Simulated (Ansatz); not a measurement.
Reaction (cleavage of the In–B bond): `C[BH][InH2]` + H–F → `[F][InH2]` + `BC`

Isolated molecules relaxed with PBE0-D4/def2-TZVP in Ansatz; ΔE leaves out vibrations. CCSD(T)/CBS adds triple-zeta CCSD(T) − MP2 to the extrapolated MP2 energy (def2 sets, frozen cores). This one scheme is used for every species. Functionals use def2-TZVPP. B3LYP here is the variant with VWN-RPA as its local correlation; programs differ in this. def2 core potentials past Kr. For In outer-core shells are correlated without core-valence functions, which leaves a few kJ/mol of doubt a bond.

(1) Is it downhill or uphill in electronic energy at CCSD(T)/CBS, and by how much? (Estimate.)

(2) What do these levels give: revPBE-D4, r2SCAN-D4, B3LYP-D4, CAM-B3LYP-D4, revPBE, BLYP, B3LYP, RPA@PBE/def2-TZVPP, CCSD(T)/def2-SVP, CCSD/def2-TZVPP, MP2/def2-QZVPP, MP2/CBS(def2)? (Estimate.)

Largest T1 diagnostic among the species: 0.016.

## Answers

(1) Computed: Downhill: ΔE = -87.8 kJ/mol.

(2) Ansatz gave: revPBE-D4 -85.9, r2SCAN-D4 -96.1, B3LYP-D4 -97.3, CAM-B3LYP-D4 -102.3, revPBE -91.7, BLYP -107.9, B3LYP -103.3, RPA@PBE/def2-TZVPP -85.3, CCSD(T)/def2-SVP -96.9, CCSD/def2-TZVPP -84.5, MP2/def2-QZVPP -86.8, MP2/CBS(def2) -87.9 kJ/mol.

Leaving LDA and LC-ωPBE aside and taking each functional with its dispersion term where it has one, the values, not all of them listed here, spread over 22.1 kJ/mol, from B97M-V to HSE06-D4. LDA lies +15.8 kJ/mol from PBE without D4. The D4 term adds +5.9 kJ/mol with B3LYP and +3.3 kJ/mol with PBE0; it sums over pairs of atoms, weighted by their polarisabilities, and B3LYP, whose exchange is more repulsive, gets the larger term.
